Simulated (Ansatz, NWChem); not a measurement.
## How basis sets differ on GeH4 (SMILES [GeH4])

GeH4, singlet, SMILES `[GeH4]`. Each level relaxes the structure for itself.

Quantity: the zero-point energy at each level's own minimum, in kJ/mol. The values are calculated.

```tsv
level	kind	program	value (kJ/mol)
HF/STO-3G	Hartree–Fock	Ansatz	91.9
HF/3-21G	Hartree–Fock	Ansatz	79.1
HF/6-31G* (spherical functions)	Hartree–Fock	NWChem	81.7
HF/6-31G* (Cartesian functions)	Hartree–Fock	Ansatz	81.6
HF/cc-pVTZ	Hartree–Fock	Ansatz	81.4
```

All-electron rows without a relativistic Hamiltonian named are non-relativistic. Harmonic and unscaled. The values span 79.1 to 91.9 kJ/mol. Without the sets that lack polarisation functions the rows with a basis span only 81.4 to 81.7 kJ/mol.
